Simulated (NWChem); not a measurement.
System: SiNH₂Cl₂F; SMILES N[Si](F)(Cl)Cl

NWChem printed, in part:

```
             Northwest Computational Chemistry Package (NWChem) 7.3.0
             --------------------------------------------------------

                             Geometry "geometry" -> ""
                             -------------------------

 Output coordinates in angstroms (scale by  1.889725989 to convert to a.u.)

  No.       Tag          Charge          X              Y              Z
 ---- ---------------- ---------- -------------- -------------- --------------
    1 N                    7.0000     1.37765400    -0.06442600     1.32284000
    2 Si                  14.0000     0.32916100    -0.00494000    -0.01520700
    3 F                    9.0000     1.05154900    -0.15456900    -1.46878100
    4 Cl                  17.0000    -1.00242200    -1.56600900     0.10947800
    5 Cl                  17.0000    -0.61172700     1.82265500    -0.04544200
    6 H                    1.0000     1.94157300     0.74278700     1.59299600
    7 H                    1.0000     1.74571900    -0.95053700     1.67193200

 Effective nuclear repulsion energy (a.u.)     373.2362421800

                              NWChem Property Module
                              ----------------------

                                 NWChem DFT Module
                                 -----------------

 Summary of "ao basis" -> "ao basis" (spherical)
 ------------------------------------------------------------------------------
       Tag                 Description            Shells   Functions and Types
 ---------------- ------------------------------  ------  ---------------------
 N                           sto-3g                  3        5   2s1p
 Si                          sto-3g                  5        9   3s2p
 F                           sto-3g                  3        5   2s1p
 Cl                          sto-3g                  5        9   3s2p
 H                           sto-3g                  1        1   1s

            General Information
            -------------------
          SCF calculation type: DFT
          Wavefunction type:  closed shell.
          No. of atoms     :     7
          No. of electrons :    66
           Alpha electrons :    33
            Beta electrons :    33
          Charge           :     0
          Spin multiplicity:     1
          Use of symmetry is: off; symmetry adaption is: off
          Maximum number of iterations: 150
          AO basis - number of functions:    39
                     number of shells:    23
          Convergence on energy requested:  1.00D-06
          Convergence on density requested:  1.00D-05
          Convergence on gradient requested:  5.00D-04

              XC Information
              --------------
                         B3LYP Method XC Potential
                     Hartree-Fock (Exact) Exchange  0.200
                        Slater Exchange Functional  0.800 local
                    Becke 1988 Exchange Functional  0.720 non-local
              Lee-Yang-Parr Correlation Functional  0.810
                  VWN I RPA Correlation Functional  0.190 local

             Grid Information
             ----------------
          Grid used for XC integration:  medium
          Radial quadrature: Mura-Knowles
          Angular quadrature: Lebedev.
          Tag              B.-S. Rad. Rad. Pts. Rad. Cut. Ang. Pts.
          ---              ---------- --------- --------- ---------
          N                   0.65       49           8.0       434
          Si                  1.10       88           7.0       590
          F                   0.50       49           8.0       434
          Cl                  1.00       88          10.0       590
          H                   0.35       45          10.0       434
          Grid pruning is: on
          Number of quadrature shells:   452
          Spatial weights used:  Erf1

      Superposition of Atomic Density Guess
      -------------------------------------

 Sum of atomic energies:       -1347.10488766

      Non-variational initial energy
      ------------------------------

 Total energy =   -1347.382231
 1-e energy   =   -2618.278563
 2-e energy   =     897.660090
 HOMO         =      -0.153931
 LUMO         =       0.258821

   convergence    iter        energy       DeltaE   RMS-Dens  Diis-err
 ---------------- ----- ----------------- --------- --------- ---------
 d= 0,ls=0.0,diis     1  -1350.0659140487 -1.72D+03  6.59D-02  7.75D-01
 d= 0,ls=0.0,diis     2  -1349.9997406252  6.62D-02  3.76D-02  1.58D+00
 d= 0,ls=0.0,diis     3  -1350.2386189338 -2.39D-01  9.81D-03  4.11D-02
 d= 0,ls=0.0,diis     4  -1350.2467536298 -8.13D-03  2.33D-03  5.00D-03
 d= 0,ls=0.0,diis     5  -1350.2476851517 -9.32D-04  4.62D-04  1.61D-04
  Resetting Diis
 d= 0,ls=0.0,diis     6  -1350.2477163829 -3.12D-05  2.70D-05  4.96D-07
 d= 0,ls=0.0,diis     7  -1350.2477164788 -9.59D-08  7.10D-06  6.91D-09

         Total DFT energy =    -1350.247716478798
      One electron energy =    -2615.193230976877
           Coulomb energy =      987.433495265634
    Exchange-Corr. energy =      -95.724222947598
 Nuclear repulsion energy =      373.236242180043

 Numeric. integr. density =       65.999996397744

                       DFT Final Molecular Orbital Analysis
                       ------------------------------------

 Vector   31  Occ=2.000000D+00  E=-2.490104D-01
              MO Center=  5.2D-01, -6.6D-02, -9.3D-01, r^2= 2.8D+00
   Bfn.  Coefficient  Atom+Function         Bfn.  Coefficient  Atom+Function
  ----- ------------  ---------------      ----- ------------  ---------------
    17      0.797290  3 F  px                28     -0.360903  4 Cl pz
    37     -0.345136  5 Cl pz                36     -0.204939  5 Cl py
    19      0.165289  3 F  pz                27      0.158148  4 Cl py
     3      0.151036  1 N  px                24      0.099414  4 Cl pz
    33      0.095144  5 Cl pz                 2     -0.083464  1 N  s

 Vector   32  Occ=2.000000D+00  E=-2.423272D-01
              MO Center=  3.0D-01, -3.8D-02, -8.6D-01, r^2= 3.2D+00
   Bfn.  Coefficient  Atom+Function         Bfn.  Coefficient  Atom+Function
  ----- ------------  ---------------      ----- ------------  ---------------
    18      0.769540  3 F  py                35     -0.344369  5 Cl px
    26      0.339097  4 Cl px                37      0.313770  5 Cl pz
    28     -0.310695  4 Cl pz                31      0.094431  5 Cl px
    22     -0.092805  4 Cl px                17      0.087969  3 F  px
    33     -0.086600  5 Cl pz                24      0.085684  4 Cl pz

 Vector   33  Occ=2.000000D+00  E=-1.899140D-01
              MO Center=  1.2D+00, -5.7D-02,  1.1D+00, r^2= 1.5D+00
   Bfn.  Coefficient  Atom+Function         Bfn.  Coefficient  Atom+Function
  ----- ------------  ---------------      ----- ------------  ---------------
     5     -0.664391  1 N  pz                 3      0.629076  1 N  px
    19     -0.282359  3 F  pz                 2     -0.122365  1 N  s
    27      0.113244  4 Cl py                36     -0.108633  5 Cl py
    37      0.105336  5 Cl pz                 4     -0.103742  1 N  py
    12      0.099074  2 Si px                28      0.094908  4 Cl pz

 Vector   34  Occ=0.000000D+00  E= 1.010070D-01
              MO Center= -1.6D-01,  5.2D-02, -6.5D-03, r^2= 2.7D+00
   Bfn.  Coefficient  Atom+Function         Bfn.  Coefficient  Atom+Function
  ----- ------------  ---------------      ----- ------------  ---------------
    11      1.058102  2 Si s                 36      0.582079  5 Cl py
    27     -0.518167  4 Cl py                12     -0.427599  2 Si px
     2     -0.389578  1 N  s                 26     -0.334762  4 Cl px
    25     -0.297686  4 Cl s                 34     -0.297623  5 Cl s
     7     -0.243746  2 Si s                 19     -0.244609  3 F  pz

 Vector   35  Occ=0.000000D+00  E= 1.863224D-01
              MO Center=  3.0D-01,  1.0D-03,  4.7D-02, r^2= 2.5D+00
   Bfn.  Coefficient  Atom+Function         Bfn.  Coefficient  Atom+Function
  ----- ------------  ---------------      ----- ------------  ---------------
    13      1.102059  2 Si py                26      0.423646  4 Cl px
    36      0.395796  5 Cl py                35     -0.342593  5 Cl px
     9     -0.331016  2 Si py                27      0.306218  4 Cl py
    25      0.290403  4 Cl s                 34     -0.290297  5 Cl s
    18     -0.283565  3 F  py                38     -0.261884  6 H  s

 Vector   36  Occ=0.000000D+00  E= 2.402034D-01
              MO Center=  7.9D-01, -6.1D-02, -9.4D-02, r^2= 1.9D+00
   Bfn.  Coefficient  Atom+Function         Bfn.  Coefficient  Atom+Function
  ----- ------------  ---------------      ----- ------------  ---------------
    12      0.972772  2 Si px                19     -0.523844  3 F  pz
     2     -0.495338  1 N  s                  5      0.390462  1 N  pz
    11      0.378231  2 Si s                 16     -0.345830  3 F  s
    14     -0.296250  2 Si pz                 8     -0.287608  2 Si px
    27      0.214820  4 Cl py                36     -0.196881  5 Cl py

     Multipole analysis of the density
     ---------------------------------

     L   x y z        total         alpha         beta         nuclear
     -   - - -        -----         -----         ----         -------
     0   0 0 0     -0.000000    -33.000000    -33.000000     66.000000

     1   1 0 0      1.363569      0.717186      0.717186     -0.070804
     1   0 1 0     -0.144198     -2.192342     -2.192342      4.240487
     1   0 0 1      0.295746     -0.023613     -0.023613      0.342972

     2   2 0 0    -32.010844   -114.237234   -114.237234    196.463624
     2   1 1 0     -0.403322     -9.857996     -9.857996     19.312669
     2   1 0 1      2.329437     -4.914932     -4.914932     12.159302
     2   0 2 0    -37.162583   -196.894204   -196.894204    356.625824
     2   0 1 1     -0.069606      5.823200      5.823200    -11.716006
     2   0 0 2    -33.222501    -83.104978    -83.104978    132.987455

 *** CALLING NEW AORESP DRIVER FOR CLOSED AND OPEN SHELLS ***
 Entering AOResponse driver routine

--------------------------------------------------------------------------------

          -----------------------------------------------
          Solving response equations for perturbing field
          -----------------------------------------------

 number of frequencies:     1
 frequency in a.u.:  0.7730000E-01
 Perturbing field: electric
 Using El. Dipole Length Gauge

 Setting up CPKS with frequency omega =      0.07730000 a.u.

                            NWChem Dynamic CPHF Module
                            --------------------------

    scftype = RHF
    nclosed =   33
      nopen =    0
  variables =      396
  num. vecs =        3
  tolerance =   1.0D-04
  max. iter =   50

 SCF residual:    1.2424067731803026E-004

Iterative solution of linear equations
  No. of variables      396
  No. of equations        3
  Maximum subspace       30
       Convergence  1.0D-04

   iter   nsub   residual    time
   ----  ------  --------  ---------
     1      3    2.76D+00       7.8
     2      6    8.52D-01       9.7
     3      9    8.45D-02      11.5
     4     12    2.88D-03      13.3
     5     15    2.09D-04      15.2
     6     18    2.15D-05      17.2

 Electric Dipole Response Matrix (nonzero elements):

              1        2        3
    1   20.7934   1.3748   3.4522
    2    1.3748  31.1168  -1.1382
    3    3.4522  -1.1382  15.1977

 ------------------------------------------
 average:        22.36928 + I       0.00000

 DFT Linear Response polarizability / au
 Frequency  =       0.0773000 / au
 Wavelength =     589.4353558 / nm
              X              Y              Z
 -----------------------------------------------
 X      20.7933788      1.3748441      3.4522033
 Y       1.3748441     31.1167902     -1.1382497
 Z       3.4522031     -1.1382496     15.1976615
 -----------------------------------------------
 Eigenvalues =      22.3766913     31.3277529     13.4033862
 Isotropic   =      22.3692768
 Anisotropic =      15.5229609
 -----------------------------------------------

 Magnetic Dipole Response Matrix (nonzero elements):
```

Level: B3LYP/STO-3G. STO-3G and 3-21G are far too small for this property and stand as cheap habits. Coordinates come from a PBE-D3(BJ)/def2-SVP optimisation.

Reconstruct the input file.

This is not unique; one that fits is the input that was run:
```
start job
memory heap 200 mb stack 900 mb global 1100 mb
geometry units angstroms noautosym nocenter noautoz
  N      1.377654    -0.064426     1.322840
  Si     0.329161    -0.004940    -0.015207
  F      1.051549    -0.154569    -1.468781
  Cl    -1.002422    -1.566009     0.109478
  Cl    -0.611727     1.822655    -0.045442
  H      1.941573     0.742787     1.592996
  H      1.745719    -0.950537     1.671932
end
basis spherical
  * library sto-3g
end
dft
  xc b3lyp
  iterations 150
end
property
  response 1 0.0773
end
task dft property
```
